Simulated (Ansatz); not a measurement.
Geometry optimisation, Ansatz 0.2.0, UKS PBE0-D4/STO-3G.

Input file:

```yaml
crystal:
  periodic: [false, false, false]
  atoms:
    - { symbol: Si, position_ang: [-1.2622, -0.2883, 0.8177] }
    - { symbol: C, position_ang: [0.5491, -0.3152, 0.8948] }
    - { symbol: Cl, position_ang: [1.0499, -2.0075, 0.9089] }
    - { symbol: Al, position_ang: [1.3995, 0.6061, -0.7018] }
    - { symbol: S, position_ang: [0.819, -0.1629, -2.7925] }
    - { symbol: H, position_ang: [-1.7508, 1.1755, 0.7868] }
    - { symbol: H, position_ang: [-1.7436, -0.9148, -0.4141] }
    - { symbol: H, position_ang: [-1.8428, -0.9018, 1.9738] }
    - { symbol: H, position_ang: [0.9026, 0.2159, 1.8595] }
    - { symbol: H, position_ang: [2.2765, 1.8672, -0.4902] }
    - { symbol: H, position_ang: [-0.3317, 0.6689, -2.8223] }
magnetization:
  spin_polarized: true
basis:
  gaussian: { orbitals: STO-3G }
hamiltonian:
  xc: pbe0
  dispersion: d4
relax:
  f_tol: 0.02
  max_steps: 40
```

Launched with:

```bash
$ ansatz run input.yaml --threads 1 --pin off --max-ram 2048MiB --backend cpu --events-out ev --progress --plain --runs-dir out
```

**Question.** Where does it end, and by what steps?

**Answer.** It converged. Limits of this set-up: minimal basis. After 13 steps the energy has fallen by 1.352 eV; H10 moved furthest, 0.93 Å. Joined: Cl3–Al4 (3.09 → 2.55 Å).

```tsv
step	energy less start (eV)	largest force component (eV/Å)	accepted
0	0.0000	4.266	yes
1	-0.8092	1.422	yes
2	-0.8702	0.336	yes
3	-0.9040	0.315	yes
4	-0.9595	0.965	yes
5	-1.0423	1.519	yes
6	-1.1641	1.072	yes
7	-1.2712	0.662	yes
8	-1.2867	1.225	yes
9	-1.3119	0.306	yes
10	-1.3459	0.103	yes
11	-1.3493	0.074	yes
12	-1.3511	0.088	yes
13	-1.3517	0.019	yes
```

```xyz
11
Properties=species:S:1:pos:R:3
Si -1.434 -0.223 0.771
C 0.417 0.070 0.768
Cl 1.333 -1.599 0.582
Al 1.509 0.595 -0.715
S 0.780 0.418 -2.672
H -2.071 1.067 0.891
H -1.837 -0.836 -0.471
H -1.833 -1.061 1.876
H 0.761 0.432 1.749
H 2.866 1.155 -0.451
H -0.426 -0.074 -2.307
```

Whether the end is a true minimum wasn't checked by a vibrational analysis.

Run time: 77 s on 1 thread of Arm Neoverse V1 (shared host), peak memory 0.21 GiB.
